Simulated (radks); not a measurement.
Initial-state core-level shifts of neutral arsenic when its valence configuration changes from [Ar] 3d10 4s2 4p3. All-electron calculation, Dirac Kohn-Sham, PBE, spin-unpolarised, spherical densities, point nucleus; open shells fill j = l - 1/2 first. Program: a radial shooting solver on a logarithmic mesh with Libxc functionals. Shifts are changes of the shell-averaged eigenvalues in eV (positive: less bound).

| valence | 1s | 2s | 2p | 3s |
|---|---|---|---|---|
| 3d10 4p5 | -3.466 | -3.331 | -3.326 | -3.405 |
| 3d10 4s1 4p4 | -1.782 | -1.713 | -1.711 | -1.748 |
| 3d8 4s2 4p5 | -26.482 | -29.454 | -29.219 | -23.184 |
| 3d9 4s2 4p4 | -12.798 | -14.191 | -14.076 | -11.411 |
| 3d9.5 4p5.5 | -9.624 | -10.179 | -10.114 | -8.930 |
| 3d9.5 4s2 4p3.5 | -6.286 | -6.958 | -6.902 | -5.656 |
| 3d9.5 4s1 4p4.5 | -7.997 | -8.609 | -8.549 | -7.333 |
| 3d8 4s1 4p6 | -28.014 | -30.949 | -30.706 | -24.682 |
| 3d10 4s1.5 4p3.5 | -0.904 | -0.870 | -0.869 | -0.887 |
